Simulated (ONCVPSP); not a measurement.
## Building the ONCV potential for zinc (PBE, scalar-relativistic).

- Element: zinc (Zn)
- Generator: ONCVPSP 4.0.1
- Type: optimised norm-conserving Vanderbilt (ONCV)
- Functional: PBE
- Relativity: scalar-relativistic
- Frozen core: [Ne]
- Valence charge: 20
- Reference configuration: 3s2 3p6 3d10 4s1.5 (charge +0.5)
- Partial waves: 3s+4s: rc 1.00 bohr, ncon 4, nbas 8, qcut 14 1/bohr, 2 projectors; 3p: rc 0.70 bohr, ncon 3, nbas 6, qcut 9.6 1/bohr, 2 projectors, debl 2 Ha; 3d: rc 0.70 bohr, ncon 4, nbas 8, qcut 19.6 1/bohr, 2 projectors, debl 3.1 Ha
- Local potential: polynomial inside 0.60 bohr (lpopt 5, dvloc0 -1 Ha)
- Core correction: none

In the p channel the program set the typed energies aside and used -3.235, 0.250 Ha.

All-electron outer shells of the reference configuration (PBE, scalar-relativistic, ld1.x):

| shell | level (eV) | outermost node (bohr) | outermost maximum (bohr) |
| --- | --- | --- | --- |
| 2p | -1008.58 | – | 0.15 |
| 3s | -133.85 | 0.28 | 0.59 |
| 3p | -88.02 | 0.25 | 0.59 |
| 3d | -14.74 | – | 0.57 |
| 4s | -9.84 | 0.85 | 2.04 |

Results:

```
Cutoffs needed           : 162 Ha and 226 Ha (the cutoffs (Ha) at which the residual kinetic energy of the hardest occupied pseudo-wave falls to 1 and 0.1 mHa per electron)
Ghost test               : no bound ghost flagged; GHOST(+) flags only above 600 eV
Largest excitation error : -0.8 meV (all-electron minus pseudo) for 3s2 3p6 3d10 4s0, out of 4 test configurations
```

Generation and tests took about 4 s on one core of a shared server CPU.
